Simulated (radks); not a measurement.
Spherical quantum dot in the effective-mass picture: electrons in a parabolic well V = omega^2 r^2 / 2 with omega = 2.35, with a point charge +2 (a donor) at the centre, all in effective atomic units (hartree* = m*/eps^2 hartree, bohr* = eps/m* bohr), one dielectric constant everywhere. Calculated with a radial shooting solver with Libxc functionals: non-relativistic Kohn-Sham, LDA (Slater exchange, Perdew-Wang correlation), spin-polarised, spherical densities. Levels are named by radial order and angular momentum (1s, 1p, 1d, 2s, ...), and open shells are averaged over m.

N = 6, configuration 1s2 1p(up 3, down 1). This is the lowest configuration that the search found. Occupied and some empty levels:

level    occupation  eigenvalue (hartree*)  <r> (bohr*)
1s up             1                 5.3888       0.6190
1s down           1                 5.5147       0.6147
1p up             3                 8.4114       0.9952
1p down           1                 8.5622       0.9987
2s up             0                 9.8371        1.084
2s down           0                 9.9414        1.090
1d up             0                 10.683        1.213
1d down           0                 10.816        1.219
1f up             0                 12.899        1.384
1f down           0                 13.009        1.391

Energy (hartree*): total 27.4648, kinetic 16.677, external -3.5011, Hartree 18.587, exchange-correlation -4.2977.

Electron density:

r (bohr*)  n(r) (e/bohr*^3)
0.133                 3.845
0.275                 2.419
0.418                 1.677
0.560                 1.245
0.703                0.9396
0.845                0.6865
0.988                0.4698
1.13                 0.2953
1.27                 0.1682
1.42                0.08693
1.56                0.04028
1.70                0.01689
1.84               0.006386
